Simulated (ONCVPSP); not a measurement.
## Be, ONCV: configuration errors across variants

Be, optimised norm-conserving Vanderbilt (ONCV), made with ONCVPSP 4.0.1 (PBE, scalar-relativistic). Core none, reference 1s2 2s1.5 (charge +0.5). Waves: 1s+2s: rc 0.70 bohr, ncon 3, nbas 6, qcut 17.7 1/bohr, 2 projectors; p scattering state at 0.04 Ha: rc 0.55 bohr, ncon 4, nbas 7, qcut 13.4 1/bohr, 2 projectors, debl 0.7 Ha; d scattering state at 0.23 Ha: rc 0.55 bohr, ncon 4, nbas 7, qcut 16.9 1/bohr, 2 projectors, debl 3.8 Ha. Local part: polynomial inside 0.50 bohr (lpopt 4, dvloc0 3 Ha). Core correction: none.

All-electron excitation energies from the reference (eV): (1) 1s2 2s2 -3.761; (2) 1s2 2s1 5.790; (3) 1s2 2s0 23.738; (4) 1s2 2s1 2p1 -0.148.

2 further variants failed, have other tests or another functional or relativity, and are left out.

Errors AE − PS in meV (a dash: test not solved or not reliable):

| change | (1) | (2) | (3) | (4) | bound ghosts | GHOST(+) flags above zero |
| --- | --- | --- | --- | --- | --- | --- |
| base | 0.0 | +0.2 | +2.1 | +0.2 | none | p |
| local potential polynomial inside 0.40 bohr (lpopt 4, dvloc0 0 Ha) | 0.0 | +0.2 | +2.1 | +0.2 | none | p |
| s: qcut 21.6; p: qcut 16.3; d: qcut 20.6 | 0.0 | +0.2 | +1.8 | +0.2 | none | none |
| p: rc 0.7 | 0.0 | +0.2 | +2.1 | +0.3 | none | none |
| local potential polynomial inside 0.50 bohr (lpopt 4, dvloc0 9.5 Ha) | 0.0 | +0.2 | +2.1 | +0.2 | none | p |

Problem. Give the same row for: all radii scaled by about 0.84 (s 0.60, p 0.46, d 0.46 bohr); local potential polynomial inside 0.42 bohr (lpopt 4, dvloc0 3 Ha).

Solution. 0.0, +0.1, +1.8, +0.1; bound ghosts: none; GHOST(+) flags above zero: p.
